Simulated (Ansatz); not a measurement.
Cost and result for the atomization energy of CH$_{9}$AlBNSi (14 atoms, 14 bonds).

Cartesian coordinates in Å:
```
B 1.1705 -0.6937 -1.3473
Si -0.1956 -1.9386 -1.1475
Al -0.0889 0.4505 0.1104
C -0.0273 0.1793 2.0389
N -0.6470 1.9851 -0.5688
H 1.2479 -0.0265 -2.3361
H 1.9065 -0.4447 -0.4097
H -0.4706 -2.7159 0.0911
H -1.2706 -2.1633 -2.1459
H 0.3739 1.0553 2.5578
H -1.0305 -0.0018 2.4380
H 0.5907 -0.6811 2.3087
H -0.8575 2.8132 -0.0347
H -0.7015 2.1823 -1.5548
```

The species carries charge 0 and has multiplicity 1. The bonds changed during the relaxation, so this is another structure than the one it started from. All single points use the PBE0-D4/def2-TZVP geometry. It is one conformer, not always the lowest. Program: Ansatz. All runs use 4 threads of an Arm Neoverse V1 on a shared host. Times are those of one run each, without the atoms' runs, and a repeat can differ threefold. Electronic energies, without spin–orbit coupling; frozen cores. CCSD(T)/CBS adds CCSD(T) − MP2 in def2-TZVPP to the MP2 limit, and its time is that of the two runs behind it. T1 = 0.013. B3LYP takes the VWN-RPA correlation (the form of Gaussian; ORCA's B3LYP/G).

CCSD(T)/CBS is a level of theory with its own doubt, some kJ/mol a heavy atom from the limit and from the frozen cores, so smaller differences don't rank the functionals.

```json
{"level": "PBE-D4/def2-TZVPP (with forces)", "functions": "303", "wall time": "3.7 s"}
{"level": "PBE0-D4/def2-TZVPP", "functions": "303", "wall time": "4.6 s"}
{"level": "r2SCAN-D4/def2-TZVPP (with forces)", "functions": "303", "wall time": "7 s"}
{"level": "B3LYP-D4/def2-TZVPP (with forces)", "functions": "303", "wall time": "7.5 s"}
{"level": "B2PLYP/def2-TZVPP", "functions": "303", "wall time": "8.5 s"}
{"level": "ωB97X-V/def2-TZVPP", "functions": "303", "wall time": "12 s"}
{"level": "ωB97M-V/def2-TZVPP (with forces)", "functions": "303", "wall time": "17 s"}
{"level": "MP2/def2-QZVPP", "functions": "581", "wall time": "35 s"}
{"level": "CCSD(T)/def2-TZVPP", "functions": "303", "wall time": "14 min"}
{"level": "CCSD(T)/CBS(def2)", "functions": "–", "wall time": "15 min"}
```

Q: What atomization energy does each give, and how far from CCSD(T)/CBS? (Best estimate.)

A: Ansatz gave: 
| level | atomization (kJ/mol) | difference from CCSD(T)/CBS | per bond |
| --- | --- | --- | --- |
| PBE-D4/def2-TZVPP (with forces) | 4697.2 | 50.6 | 3.6 |
| PBE0-D4/def2-TZVPP | 4645.1 | -1.5 | -0.1 |
| r2SCAN-D4/def2-TZVPP (with forces) | 4673.4 | 26.8 | 1.9 |
| B3LYP-D4/def2-TZVPP (with forces) | 4657.6 | 11.0 | 0.8 |
| B2PLYP/def2-TZVPP | 4594.2 | -52.4 | -3.7 |
| ωB97X-V/def2-TZVPP | 4664.8 | 18.2 | 1.3 |
| ωB97M-V/def2-TZVPP (with forces) | 4665.1 | 18.5 | 1.3 |
| MP2/def2-QZVPP | 4619.9 | -26.7 | -1.9 |
| CCSD(T)/def2-TZVPP | 4529.6 | -117.0 | -8.4 |
| CCSD(T)/CBS(def2) | 4646.6 | 0.0 | 0.0 |

From PBE to PBE0 (25 % exact exchange), in def2-TZVPP and without D4, the atomization energy moves by −48.1 kJ/mol: exact exchange takes away binding that semilocal exchange gives to molecules. In def2-TZVPP, CCSD(T) changes the Hartree–Fock value by +1103.9 kJ/mol (the triples alone add +61.7 kJ/mol) and MP2 by +1124.6 kJ/mol; breaking electron pairs costs correlation energy, which Hartree–Fock lacks. The D4 term adds +47.0 kJ/mol with B3LYP and +25.3 kJ/mol with PBE0; it sums over pairs of atoms, weighted by their polarisabilities, and B3LYP, whose exchange is more repulsive, gets the larger term.
